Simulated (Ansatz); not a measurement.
Total energies of C2H3Br, SMILES `C=CBr`.

Z-matrix (Å, degrees):
```
C
C 1 1.319
H 1 1.084 2 119.4
H 1 1.083 2 122.5 3 -180.0
Br 2 1.881 1 123.4 3 180.0
H 2 1.082 1 124.1 3 -0.0
```

Charge 0, multiplicity 1. Correlated methods include outer-core shells of Br, which these sets cover unevenly. Scalar relativity is left out up to krypton. The geometry is a stationary point of PBE0-D4/def2-TZVP. Basis def2-TZVPP, Ansatz 0.2.0.

RPA on PBE orbitals: Hartree–Fock energy of these orbitals -2649.86498 Eh, correlation -0.94969 Eh (frozen core).

```
functional  energy without D4 (Eh)  D4 term (kJ/mol)
    revPBE             -2651.93218             -31.0
    r2SCAN             -2652.10799              -2.1
```

Problem. Give the same for LDA (SPW92), PBE, BLYP, B97M-V, PBE0, B3LYP, r2SCANh, r2SCAN0, HSE06 (plane-wave form), BHLYP, CAM-B3LYP, LC-ωPBE, ωB97X-V, ωB97M-V, B2PLYP, PBE-QIDH. (Best estimate.)

Solution. Ansatz gave: 
```csv
functional,energy without D4 (Eh),D4 term (kJ/mol)
LDA (SPW92),-2647.87523,–
PBE,-2651.67992,-9.4
BLYP,-2652.16375,-21.5
B97M-V,-2651.71207,–
PBE0,-2651.77693,-7.8
B3LYP,-2652.20665,-15.5
r2SCANh,-2652.10344,-2.3
r2SCAN0,-2652.09746,-2.5
HSE06 (plane-wave form),-2651.77671,-7.3
BHLYP,-2652.11333,-11.7
CAM-B3LYP,-2652.25204,-7.9
LC-ωPBE,-2651.76014,–
ωB97X-V,-2651.91203,–
ωB97M-V,-2651.98866,–
B2PLYP,-2651.71757,–
PBE-QIDH,-2651.45409,–
```

B3LYP takes the VWN-RPA correlation (the form of Gaussian; ORCA's B3LYP/G). HSE06 is the plane-wave form, built on full-range PBE exchange. The double hybrids freeze the cores in their second-order part.

LC-ωPBE has ω = 0.4 bohr⁻¹.
